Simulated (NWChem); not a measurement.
CH₆ClNSi; SMILES [SiH2](CN)Cl

```xyz
10

N     -0.1004     2.6138     0.0000
C     -0.7140     1.2908     0.0000
Si     0.5855    -0.0778     0.0000
Cl    -0.2487    -1.9829     0.0000
H      0.4871     2.7565     0.8191
H      0.4871     2.7565    -0.8191
H     -1.3760     1.1893    -0.8762
H     -1.3760     1.1893     0.8762
H      1.4464     0.0565     1.2127
H      1.4464     0.0565    -1.2127
```
Atoms are numbered in this order, from 1.

Results from NWChem. Pople sets run with spherical d functions. STO-3G and 3-21G are far too small for this property and stand as cheap habits. Coordinates come from a PBE0/def2-SVP optimisation. GIAO values for the isolated, static molecule; σ is the absolute isotropic shielding, δ = σ(reference) − σ with the isolated reference molecule computed at the same levels (13C: tetramethylsilane, 1H: tetramethylsilane, 15N: ammonia, 29Si: tetramethylsilane).

```csv
level,δ N1 (ppm),δ C2 (ppm),δ Si3 (ppm),σ Cl4 (ppm),δ H5 (ppm),δ H7 (ppm),δ H9 (ppm),relative time
Hartree-Fock/STO-3G,5.3,25.4,-20.9,1237.1,-0.57,1.57,2.37,1
BHandHLYP/pcSseg-1,10.1,29.7,-17.5,993.4,-0.16,2.42,4.37,10
B3LYP/6-311G**,17.7,32.7,-19.7,957.2,-0.25,2.59,4.69,20
```

Times are rough ratios from one shared machine.
